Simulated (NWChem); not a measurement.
System: AlH₃O; SMILES [OH][AlH2]

Program: NWChem. Coordinates come from a PBE0/def2-SVP optimisation. Core excitations by TDA in a window of 1s orbitals, non-relativistic and unshifted: absolute energies depend strongly on the exact-exchange share.

```tsv
level	first 1s excitation (eV)	dipole oscillator strength of the first	first state with f > 0.002 (eV)	dipole oscillator strength of that state	relative time
Al K edge, B3LYP/cc-pVTZ	1522.0	0.0053	1522.0	0.0053	4
Al K edge, BHandHLYP/def2-TZVP	1544.6	0.0084	1544.6	0.0084	2
O K edge, BHandHLYP/def2-TZVP	531.0	0.0158	531.0	0.0158	2
O K edge, PBE/def2-TZVP	508.3	0.0073	508.3	0.0073	1
```

Times are rough ratios from one shared machine.
